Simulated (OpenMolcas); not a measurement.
# Pt4+: moving or changing the point charges

Pt4+ among 4 point charges of -2 e arranged as a tetrahedron (Td), 2.09 Å from the ion.

```
Program             : OpenMolcas 26.06
Method              : CASSCF
Basis               : ANO-RCC-VDZP [7s6p4d2f]
Scalar Hamiltonian  : DKH2, point nucleus
Active space        : 6 electrons in 5 orbitals (5d)
State averaging     : 2S+1 = 5 even, 5 roots; 2S+1 = 3 even, 45 roots; 2S+1 = 1 even, 50 roots
Spin-orbit coupling : RASSI with atomic mean-field integrals over the reference wave functions
```

Runs around this geometry, states (labels of Td). Energies in cm-1 above the lowest state or level, χT in cm3 K/mol.

```tsv
R (Å)	q (e)	Ground state	First state of that spin	First gap with spin-orbit (degeneracies)	χT at 300 K	First state of another spin
2.09	-1	5E	5T2 1623	81.7 (1, 3)	5.111	3T1 18850
1.98	-2	5E	5T2 3592	205.3 (1, 3)	4.684	3T1 17669
2.09	-2	5E	5T2 2888	160.5 (1, 3)	4.857	3T1 18159
2.19	-2	5E	5T2 2379	128.5 (1, 3)	4.970	3T1 18471
```

Taking the first state of the same spin as R^-n, n = -ln(2379 / 3592) / ln(2.19 / 1.98) = 4.1 between the shortest and longest distance.

Scaling the charges by -1 / -2 = 0.50 scales the first state of the same spin by 1623 / 2888 = 0.56; with fixed orbitals a first-order splitting would follow the charge.

An orbital doublet at a regular site is open to a Jahn-Teller distortion, which this geometry leaves out. Without dynamic correlation the repulsion within the d shell is too large (B by tens of per cent), so at a given field states of lower spin stand too high. Point charges give a weaker field than real ligands, and real ions of this kind are as a rule low spin; the high spin found here belongs to the model. The ground term spreads over less than 5000 cm-1, several times less than with real ligands, so orbital moments are less quenched and χT lies further from the spin-only value than at real sites. Spin-orbit coupling mixes the spin-free states strongly: the lowest level takes only 54 % from its leading state, 5E (figures for R = 2.09, q = -1; the like holds for R = 1.98, q = -2, R = 2.09, q = -2, R = 2.19, q = -2). Point charges carry no covalency, so the field is a model and not that of real ligands. No measured value stands beside these numbers.
